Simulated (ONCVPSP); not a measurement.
**Transferability test, ONCV potential for zirconium**

```json
{
 "Element": "zirconium (Zr)",
 "Generator": "ONCVPSP 4.0.1",
 "Type": "optimised norm-conserving Vanderbilt (ONCV)",
 "Functional": "PBE",
 "Relativity": "scalar-relativistic",
 "Frozen core": "[Ar] 3d10",
 "Valence charge": "12",
 "Reference configuration": "4s2 4p6 4d2 5s1.75 5p0.25",
 "Partial waves": "4s+5s: rc 1.60 bohr, ncon 4, nbas 8, qcut 8.3 1/bohr, 2 projectors; 4p+5p: rc 2.55 bohr, ncon 4, nbas 9, qcut 5.8 1/bohr, 2 projectors; 4d: rc 2.25 bohr, ncon 3, nbas 8, qcut 7.2 1/bohr, 3 projectors, debl 1.5 Ha",
 "Local potential": "polynomial inside 1.60 bohr (lpopt 5, dvloc0 1 Ha)",
 "Core correction": "none"
}
```

Energies are relative to the spin-unpolarised reference configuration 4s2 4p6 4d2 5s1.75 5p0.25; without spin polarisation the order of configurations can differ from experiment.

(1) Give the all-electron excitation energy and the error of the potential for: 4s2 4p6 4d2 5s2 5p0; 4s2 4p6 4d2 5s1 5p0; 4s2 4p6 4d2 5s0 5p0; 4s2 4p6 4d1 5s2 5p0.

Levels in the configuration 4s2 4p6 4d2 5s2 5p0:

| level | all-electron (eV) | pseudo (eV) |
| --- | --- | --- |
| 4s | -54.505 | -54.506 |
| 4p | -32.462 | -32.462 |
| 4d | -3.599 | -3.603 |
| 5s | -4.440 | -4.439 |

Answers

(1)

| valence configuration | charge | ΔE all-electron (eV) | error AE − PS (meV) |
| --- | --- | --- | --- |
| 4s2 4p6 4d2 5s2 5p0 | 0 | -0.747 | +0.1 |
| 4s2 4p6 4d2 5s1 5p0 | +1 | 6.391 | -1.1 |
| 4s2 4p6 4d2 5s0 5p0 | +2 | 19.331 | -3.5 |
| 4s2 4p6 4d1 5s2 5p0 | +1 | 6.917 | -3.0 |
